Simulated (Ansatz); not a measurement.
Relaxation of CH$_{5}$AlSi$_{2}$ (9 atoms, charge 0, multiplicity 1), to a largest force component of 0.02 eV/Å in at most 50 steps.

The calculation used RHF/def2-SVP in Ansatz.

```xyz
9
Properties=species:S:1:pos:R:3
Al 0.053 0.699 -1.439
Si -1.372 0.128 0.425
C -0.092 -0.747 1.529
Si 1.564 -0.965 1.165
H -0.200 1.436 -2.816
H 1.594 0.308 -1.390
H -2.015 1.227 1.204
H -0.878 -1.131 2.179
H 2.989 -1.289 1.127
```

Question: Where does it end, and by what steps?

Answer: The forces met the threshold. After 34 steps the energy has fallen by 3.566 eV; H6 moved furthest, 1.87 Å. Parted: Al1–H6. Joined: Si4–H6.

| step | energy less start (eV) | largest force component (eV/Å) | accepted |
| --- | --- | --- | --- |
| 0 | 0.0000 | 1.880 | yes |
| 2 | -0.7873 | 1.211 | yes |
| 4 | -1.6120 | 1.716 | yes |
| 6 | -2.6620 | 1.991 | yes |
| 8 | -2.9705 | 0.801 | yes |
| 10 | -3.1649 | 0.348 | yes |
| 12 | -3.3271 | 0.426 | yes |
| 14 | -3.4410 | 0.413 | yes |
| 16 | -3.4718 | 0.199 | yes |
| 18 | -3.4787 | 0.146 | yes |
| 20 | -3.4882 | 0.296 | yes |
| 22 | -3.5123 | 0.236 | yes |
| 24 | -3.5334 | 0.286 | yes |
| 26 | -3.5490 | 0.096 | yes |
| 28 | -3.5589 | 0.105 | yes |
| 30 | -3.5647 | 0.072 | yes |
| 32 | -3.5662 | 0.036 | yes |
| 34 | -3.5665 | 0.015 | yes |

```xyz
9
Properties=species:S:1:pos:R:3
Al -0.934 1.927 -1.497
Si -1.107 -0.006 -0.039
C 0.179 -0.381 1.243
Si 1.739 -0.980 0.905
H -0.686 1.894 -3.077
H 2.241 -1.183 -0.464
H -2.418 0.020 0.679
H -0.094 -0.290 2.292
H 2.723 -1.336 1.941
```

Whether the end is a true minimum wasn't checked by a vibrational analysis.

Time of the run: 2.8 min on 1 thread of AMD EPYC 7R43 64-Core Processor (Zen 3) (shared host), peak memory 0.23 GiB.
